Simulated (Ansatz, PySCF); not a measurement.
Gas-phase reaction 2 R1 → P1 + P2, each structure at its B3LYP-D3(BJ)/def2-TZVP stationary point, reached from a drawn start (curvature not checked).
P1, I3Ti (SMILES [I][Ti]([I])[I]) (charge 0, multiplicity 2, Z-matrix in Å and degrees):
```
Ti
I 1 2.5647
I 1 2.5647 2 119.99
I 1 2.5647 2 120.00 3 -179.90
```
R1, I2Ti (SMILES [I][Ti][I]) (charge 0, multiplicity 3):
```xyz
3

Ti     0.000     0.000    -0.002
I      2.614    -0.004     0.012
I     -2.614     0.004    -0.010
```
P2, ITi (SMILES [Ti][I]) (charge 0, multiplicity 4):
```xyz
2

Ti    -0.009    -0.019    -1.321
I      0.009     0.019     1.321
```

P less R. No zero-point or thermal terms; open shells are unrestricted; no spin–orbit coupling. The spin states of the d-block species are the ones drawn and need not be the lowest.

Codes used: Ansatz (an electronic-structure program); PySCF for the D3/D4 terms. Each number belongs to the level named beside it. Elements past Kr take the def2 small-core potentials, without spin–orbit coupling.

Q: One of these levels gives 193.0 kJ/mol for the reaction energy. Which?
(A) r2SCAN-D3(BJ)/def2-TZVPP
(B) HF/def2-SVP
(C) revPBE-D3(BJ)/def2-TZVPP
(D) SVWN5/def2-TZVPP

A: B, HF/def2-SVP. The others give 15.5 (SVWN5/def2-TZVPP), 22.2 (revPBE-D3(BJ)/def2-TZVPP), 40.0 (r2SCAN-D3(BJ)/def2-TZVPP)
